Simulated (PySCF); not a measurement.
```xyz
11

C     -0.4874     1.3940    -0.0419
C      0.0832     0.1889     0.0398
C     -0.7065    -1.0797     0.0307
N      1.4471    -0.0047     0.2082
H      0.1000     2.3052    -0.0359
H     -1.5626     1.4895    -0.0913
H     -1.7726    -0.8759    -0.0514
H     -0.5255    -1.6511     0.9457
H     -0.4132    -1.7136    -0.8134
H      2.0234     0.7972     0.0090
H      1.8140    -0.8498    -0.1995
```

Charge 0, multiplicity 1.

Give the Mulliken and meta-Löwdin atomic charges from ωB97X-D3(BJ)/def2-TZVP // PBE0-D3(BJ)/def2-TZVP (PySCF).


```tsv
atom	Mulliken (e)	meta-Löwdin (e)
C1	-0.38	-0.38
C2	0.18	0.15
C3	-0.36	-0.33
N4	-0.46	-0.46
H5	0.10	0.10
H6	0.11	0.11
H7	0.12	0.12
H8	0.13	0.12
H9	0.11	0.11
H10	0.22	0.23
H11	0.22	0.23
```
